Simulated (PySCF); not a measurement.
Radial density of Zr²⁺ (zirconium, charge +2)

UHF, [Kr] 4d2, high-spin 3F determinant. Calculation: PySCF 2.14, in x2c-TZVPPall (8s6p6d2f1g, 79 functions); scalar relativity by spin-free X2C-1e.

```
r (bohr)  4πr²ρ (e/bohr)  4πr²(ρα − ρβ)
  0.0393           45.25        -0.0029
  0.0661           45.06        -0.0040
   0.111           61.57         0.0230
   0.187           42.66         0.1354
   0.315           43.43         0.1865
   0.529           30.55         0.0090
   0.891           9.425         0.2912
    1.50           6.796         1.1361
    2.52           1.128         0.6233
    4.24         0.05390         0.0523
    7.13       0.0001704         0.0002
```

Densities and radii are taken from the X2C orbitals without a picture-change correction, which distorts them close to the nucleus.

Problem. Where is the radial spin density 4πr²(ρα − ρβ) most negative, and why is it negative at all?

Solution. Around r = 0.0661 bohr, down to -0.0040 e/bohr: exchange with the open shell polarises the paired shells in an unrestricted calculation.
